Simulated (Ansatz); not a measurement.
Geometry optimisation, RKS B3LYP-D4/def2-SVP in Ansatz 0.2.0.

input.yaml

```yaml
crystal:
  periodic: [false, false, false]
  atoms:
    - { symbol: C, position_ang: [-0.89702, 2.07198, -1.01852] }
    - { symbol: Si, position_ang: [0.22207, 0.88649, 0.02771] }
    - { symbol: Si, position_ang: [1.5058, -0.36866, 1.25185] }
    - { symbol: C, position_ang: [0.74025, -2.12814, 0.902] }
    - { symbol: H, position_ang: [-0.8289, 1.89868, -2.09625] }
    - { symbol: H, position_ang: [-1.95523, 2.01587, -0.74824] }
    - { symbol: H, position_ang: [-0.57405, 3.09985, -0.8381] }
    - { symbol: H, position_ang: [1.22453, -2.87075, 1.53365] }
    - { symbol: H, position_ang: [-0.32587, -2.16666, 1.11601] }
    - { symbol: H, position_ang: [0.88844, -2.43866, -0.13012] }
basis:
  gaussian: { orbitals: def2-SVP }
hamiltonian:
  xc: b3lyp
  dispersion: d4
relax:
  f_tol: 0.02
  max_steps: 50
```

Command:

```bash
$ ansatz run input.yaml --threads 2 --pin off --max-ram 3072MiB --backend cpu --events-out ev --progress --plain --runs-dir out
```

Where does it end, and by what steps?

It converged. After 8 steps the energy has fallen by 0.486 eV; Si2 moved furthest, 1.19 Å.

```
step  energy less start (eV)  largest force component (eV/Å)  accepted
   0                  0.0000                           0.657       yes
   1                 -0.1240                           0.375       yes
   2                 -0.2208                           0.501       yes
   3                 -0.3048                           0.543       yes
   4                 -0.3798                           0.600       yes
   5                 -0.4360                           0.306       yes
   6                 -0.4707                           0.207       yes
   7                 -0.4804                           0.219       yes
   8                 -0.4859                           0.012       yes
```

```xyz
10
Properties=species:S:1:pos:R:3
C -0.899 2.316 -1.056
Si -0.689 0.476 -0.621
Si 0.709 -0.465 0.649
C 0.888 -2.321 1.043
H -0.745 2.484 -2.133
H -1.908 2.667 -0.785
H -0.159 2.912 -0.498
H 1.654 -2.446 1.825
H -0.059 -2.735 1.422
H 1.207 -2.887 0.154
```

Time of the run: 19 s on 2 threads of Arm Neoverse V1, on a shared host, peak memory 0.18 GiB.
